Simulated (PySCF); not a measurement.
Ga(H)(OH)(OMe) (CH₅GaO₂), SMILES C[O][GaH][OH].

Coordinates come from a PBE-D3(BJ)/def2-SVP optimisation. The values are those of a single conformer.

These are TDA-PBE/def2-SVPD (PySCF) values and carry that method's errors.

Vertical excitations. Gas-phase values at a fixed geometry. State labels are in the subgroup Cs.

Computed lowest excited states:
```csv
state,symmetry,energy (eV),λ (nm),f,main pairs
S1,A",5.05,245,0.002,HOMO→LUMO+1 99 %
S2,A',5.25,236,0.023,"HOMO→LUMO 62 %, HOMO−1→LUMO+1 36 %"
S3,A",5.35,232,0.001,HOMO−1→LUMO 99 %
S4,A',5.80,214,0.088,"HOMO−1→LUMO+1 59 %, HOMO→LUMO 30 %"
S5,A",6.15,202,0.002,HOMO→LUMO+2 96 %
S6,A",6.40,194,0.023,"HOMO−2→LUMO+1 69 %, HOMO−3→LUMO 28 %"
S7,A",6.49,191,0.046,"HOMO−3→LUMO 71 %, HOMO−2→LUMO+1 25 %"
S8,A',6.50,191,0.002,"HOMO−2→LUMO 69 %, HOMO−3→LUMO+1 25 %"
S9,A',6.63,187,0.042,HOMO−1→LUMO+2 90 %
S10,A",6.67,186,0.002,HOMO→LUMO+3 99 %
T1,A',4.60,269,0,HOMO→LUMO 99 %
T2,A",4.85,256,0,HOMO→LUMO+1 95 %
T3,A",5.19,239,0,HOMO−1→LUMO 96 %
T4,A',5.26,236,0,HOMO−1→LUMO+1 99 %
```
Triplets are in the Tamm–Dancoff approximation.
